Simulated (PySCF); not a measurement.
**Electronic structure of C⁺ (carbon, charge +1) at the UHF level**

Configuration: [He] 2s2 2p1, 2P determinant. Computed with PySCF 2.14 in pcseg-2 (4s3p2d1f, 30 functions), with the non-relativistic Hamiltonian (point nucleus).

| Quantity | Value |
| --- | --- |
| Total energy | -37.292630 hartree |
| One-electron energy | -47.5677 hartree |
| Hartree (Coulomb) energy | 15.0126 hartree |
| Exchange energy | -4.7375 hartree |
| Kinetic energy | 37.29541 hartree |
| ⟨S²⟩ | 0.7560 |
| ⟨L²⟩ | 2.015 |
| Sum of ⟨r⟩ | 4.961 bohr |
| Sum of ⟨r²⟩ | 8.065 bohr² |
| Traceless quadrupole moment −½Σ⟨3z² − r²⟩ along its main axis | -1.09 e·bohr² |
| Density at the nucleus (Gaussians lack the cusp) | 124 bohr⁻³ |
| Spin density at the nucleus | 0.0903 bohr⁻³ |
| Langevin diamagnetic susceptibility | -6.39 ×10⁻⁶ cm³/mol |
| Time after the integrals | 0.06 s of wall time on 1 thread of Neoverse-V2 (shared host) |

```json
{"shell": "1s α", "electrons": "1", "mean orbital energy (hartree)": "-11.91274", "rms radius, mean of both spins (bohr)": "0.312"}
{"shell": "1s β", "electrons": "1", "mean orbital energy (hartree)": "-11.88090", "rms radius, mean of both spins (bohr)": "0.312"}
{"shell": "2s α", "electrons": "1", "mean orbital energy (hartree)": "-1.22296", "rms radius, mean of both spins (bohr)": "1.61"}
{"shell": "2s β", "electrons": "1", "mean orbital energy (hartree)": "-1.08766", "rms radius, mean of both spins (bohr)": "1.61"}
{"shell": "2p α", "electrons": "1", "mean orbital energy (hartree)": "-0.91327", "rms radius, mean of both spins (bohr)": "1.64"}
```
